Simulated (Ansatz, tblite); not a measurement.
Cost and result up the ladder for (H2Al-mu-OH)2 (Al2O2H6) (10 atoms). Total charge 0; singlet. Geometry: r2SCAN-D4/def2-SVP.

```xyz
10

Al   -0.2214    0.2138   -1.3982
H    -1.5661    0.9198   -1.8644
H     0.8852   -0.2623   -2.4340
O    -0.4666   -1.1082   -0.0956
Al    0.2213   -0.2138    1.3981
H     1.5658   -0.9195    1.8654
H    -0.8857    0.2625    2.4335
O     0.4671    1.1079    0.0954
H    -0.4186   -2.0587   -0.2486
H     0.4191    2.0585    0.2483
```

Ansatz on 4 threads of Arm Neoverse V2 on a shared host; xTB runs through tblite on one thread. Times are rough, summed over both states, and most runs start from the orbitals of an earlier one. PBE0-D4/def2-TZVP serves as the yardstick here, not as an exact answer. The other state is a triplet.

The xTB rows come from tblite.

xTB has no spin-polarisation term.

```json
{"level": "GFN2-xTB", "functions": "32", "wall time": "0.009 s"}
{"level": "GFN1-xTB", "functions": "38", "wall time": "0.01 s"}
{"level": "PBE-D4/def2-TZVP", "functions": "172", "wall time": "4.7 s"}
{"level": "PBE0-D4/def2-TZVP", "functions": "172", "wall time": "8.2 s"}
{"level": "r2SCAN-D4/def2-TZVP (with forces)", "functions": "172", "wall time": "13 s"}
```

**Question.** Estimate what each level gives for the vertical triplet (eV).

**Answer.** 
```csv
level,vertical triplet (eV),difference from PBE0-D4/def2-TZVP (eV)
GFN2-xTB,6.28,0.46
GFN1-xTB,6.21,0.38
PBE-D4/def2-TZVP,5.04,-0.79
PBE0-D4/def2-TZVP,5.83,0.00
r2SCAN-D4/def2-TZVP (with forces),5.47,-0.36
```
